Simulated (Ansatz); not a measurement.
Basis-set extrapolation for `C[OH+][Al-]([CH3])([Cl])[Cl]` (PBE0-D4/def2-TZVP geometry, frozen core, Ansatz 0.2.0). Multiplicity 1, RHF reference.

```csv
,def2-TZVPP,def2-QZVPP
HF,-1315.880776,-1315.920962
MP2 correlation,-1.059738,-1.149049
CCSD(T) correlation,-1.168810,not run
```

Energies in hartree. Use E(X) = E(∞) + A·exp(−7.88·√X) for Hartree–Fock and E(X) = E(∞) + B·X^(−2.97) for correlation, with X = 3 and 4, and add CCSD(T) minus MP2 of the smaller set to the MP2 limit.

Problem. What is the CCSD(T) energy at the basis-set limit?

Solution. HF limit: -1315.920962 + (-0.040186) × 0.13774 = -1315.92650. MP2 limit: -1.149049 + (-0.089311) × 0.74074 = -1.21521. Higher-order term: -1.168810 − (-1.059738) = -0.10907. Total: -1317.25078 hartree, 528.2 kJ/mol below CCSD(T)/def2-TZVPP.
